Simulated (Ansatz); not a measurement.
Geometry optimisation, Ansatz 0.2.0, UKS PBE0-D4/def2-SVP.

input.yaml

```yaml
crystal:
  periodic: [false, false, false]
  atoms:
    - { symbol: Ge, position_ang: [0.30784, -0.18023, -0.35438] }
    - { symbol: H, position_ang: [1.79, 0.16246, -0.59985] }
    - { symbol: H, position_ang: [-0.0451, -1.05312, -1.57436] }
    - { symbol: H, position_ang: [-0.40257, 1.14629, -0.68776] }
magnetization:
  spin_polarized: true
  initial_magnetization: 1
basis:
  gaussian: { orbitals: def2-SVP }
hamiltonian:
  xc: pbe0
  dispersion: d4
relax:
  f_tol: 0.015
  max_steps: 40
```

Launched with:

```bash
$ ansatz run input.yaml --threads 1 --pin off --max-ram 2048MiB --backend cpu --events-out ev --progress --plain --runs-dir out
```

**Question.** Where does it end, and by what steps?

**Answer.** It converged. After 4 steps the energy has fallen by 0.144 eV; Ge1 moved furthest, 0.15 Å.

| step | energy less start (eV) | largest force component (eV/Å) | accepted |
| --- | --- | --- | --- |
| 0 | 0.0000 | 0.911 | yes |
| 1 | -0.0909 | 0.614 | yes |
| 2 | -0.1415 | 0.149 | yes |
| 3 | -0.1437 | 0.033 | yes |
| 4 | -0.1437 | 0.004 | yes |

```xyz
4
Properties=species:S:1:pos:R:3
Ge 0.337 -0.121 -0.488
H 1.855 0.146 -0.537
H -0.081 -1.141 -1.566
H -0.461 1.191 -0.626
```

Run time: 30 s on 1 CPU thread of a shared host.
